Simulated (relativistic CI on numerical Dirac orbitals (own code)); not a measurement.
## Mn⁵⁺: resonant inelastic scattering at the L2,3 edge

Computed with this model: Dirac-Coulomb-Breit CI, KLI orbitals optimised for each configuration, model QED (radiative potential, 1s self-energy scaled to tabulated hydrogen-like ionisation energies), Kramers-Heisenberg scattering through one core-hole configuration in a parametric crystal field, unscaled Slater integrals; configurations [Ar] 3d2 → [He] 2s2 2p5 3s2 3p6 3d3; 10 K; core-hole width 0.4 eV; summed over polarisations. Incident energies are the highest absorption maxima for each field (at most a few, so the weaker spin-orbit partner edge can be absent), on the computed scale of the free ion. Intensities are in per cent of the strongest line above 0.02 eV; levels within 1 cm⁻¹ are merged; final levels count from the ground level, the first row holds all elastic scattering, lines under 0.4 are left out and each table stops after 24 rows. The scale of the Slater integrals is a model choice and moves the terms in proportion.

Field parameters in Wybourne normalisation: Oh B⁴₀ = 21Dq, B⁴₄ = √(5/14) B⁴₀; Td as Oh with Dq negative (B⁴₀ = 21Dq, B⁴₄ = √(5/14) B⁴₀). The field is a parameter set, without covalency.

S is read from ⟨S²⟩ = S(S + 1).

Td, 10Dq = -6100 cm⁻¹:

| Final level (eV) | Degeneracy | Irrep | S | 652.9 eV | 661.5 eV | 664.6 eV |
| --- | --- | --- | --- | --- | --- | --- |
| 0.000 | 3 | T2 | 1.00 | 522.4 | 124.8 | 280.5 |
| 0.738 | 1 | A2 | 1.00 | 3.9 | 0.9 | 1.6 |
| 0.753 | 3 | T2 | 1.00 | 45.7 | 16.5 | 90.5 |
| 0.760 | 2 | E | 1.00 | 7.8 | 4.5 | 19.8 |
| 0.775 | 3 | T1 | 1.00 | 77.8 | 14.4 | 50.6 |
| 1.294 | 3 | T2 | 1.00 | 4.4 | 26.2 | 15.3 |
| 1.302 | 2 | E | 1.00 | 4.5 | 9.9 | 79.2 |
| 1.375 | 3 | T1 | 1.00 | 4.0 | 15.9 | 60.3 |
| 1.410 | 1 | A1 | 1.00 | 0.2 | 2.4 | 26.1 |
| 2.552 | 2 | E | 0.02 | 14.1 | 2.6 | 100.0 |
| 3.189 | 3 | T2 | 0.07 | 10.2 | 8.0 | 72.1 |
| 3.545 | 1 | A1 | 1.00 | 0.6 | 2.3 | 14.7 |
| 3.575 | 3 | T1 | 1.00 | 0.6 | 29.9 | 6.6 |
| 3.626 | 2 | E | 1.00 | 0.8 | 15.3 | 8.9 |
| 3.639 | 3 | T2 | 0.97 | 4.0 | 31.8 | 12.1 |
| 3.951 | 1 | A1 | 0.00 | 1.3 | 7.4 | 49.2 |
| 4.202 | 3 | T1 | 0.00 | 5.1 | 34.9 | 37.6 |
| 4.629 | 2 | E | 0.00 | 2.9 | 5.4 | 19.7 |
| 4.732 | 3 | T2 | 0.00 | 3.8 | 4.9 | 26.9 |

Oh, 10Dq = 11550 cm⁻¹:

```csv
Final level (eV),Degeneracy,Irrep,S,653 eV,653.9 eV,665.1 eV
0.000,2,E,1.00,321.9,106.9,314.0
0.005,3,T2,1.00,197.0,27.8,149.3
0.087,3,T1,1.00,18.6,18.0,20.5
0.129,1,A1,1.00,13.3,18.9,4.8
1.259,1,A2,1.00,5.0,37.4,0.3
1.266,3,T2,1.00,5.4,13.9,21.0
1.303,3,T1,1.00,23.4,2.8,35.0
1.306,2,E,1.00,5.4,8.0,100.0
2.521,3,T2,0.03,23.0,17.6,77.1
2.632,2,E,0.01,18.7,5.0,55.2
2.722,3,T2,0.99,10.7,18.7,13.5
3.678,1,A1,1.00,2.7,12.1,79.5
3.709,3,T1,1.00,5.4,2.9,15.8
3.756,3,T2,1.00,5.9,2.1,12.1
3.759,2,E,1.00,3.3,5.1,12.5
4.271,3,T2,0.01,4.0,0.6,41.4
4.609,1,A1,0.00,2.1,4.4,34.3
4.722,3,T1,0.00,5.5,9.5,74.4
5.587,2,E,0.00,2.8,0.5,11.1
```

Td, 10Dq = -19450 cm⁻¹:

```csv
Final level (eV),Degeneracy,Irrep,S,653.7 eV,661.5 eV,664.8 eV
0.000,3,T2,1.00,297.9,322.5,313.7
2.387,1,A2,1.00,0.6,1.9,7.6
2.400,3,T2,1.00,2.0,20.7,50.9
2.402,2,E,0.95,1.0,26.2,14.9
2.427,3,T1,1.00,2.8,4.0,79.6
2.684,2,E,0.14,6.0,3.4,100.0
3.781,3,T2,1.00,4.2,34.7,11.0
3.787,2,E,1.00,4.1,33.3,7.5
3.833,3,T1,1.00,1.3,17.2,16.8
3.849,1,A1,0.99,0.0,1.4,43.1
4.562,1,A1,0.02,0.7,10.3,59.2
5.010,3,T2,0.01,4.9,4.8,39.4
5.848,3,T1,0.02,1.7,47.4,30.6
6.054,1,A1,1.00,0.2,0.0,15.4
6.069,3,T1,0.99,0.5,6.8,16.3
6.085,2,E,1.00,0.8,5.1,6.3
6.091,3,T2,1.00,1.1,8.6,1.6
7.811,2,E,0.00,0.3,6.5,5.7
7.873,3,T2,0.00,0.9,9.7,1.7
```

For the first field the strongest loss at the lowest incident energy is the level at 0.78 eV (S = 1.00, against 1.00 in the thermal ground state). Levels of other spin, the first over 8 % at 2.55 eV, appear because spin-orbit coupling of the core hole, and in heavier ions of the valence shell too, mixes spins.
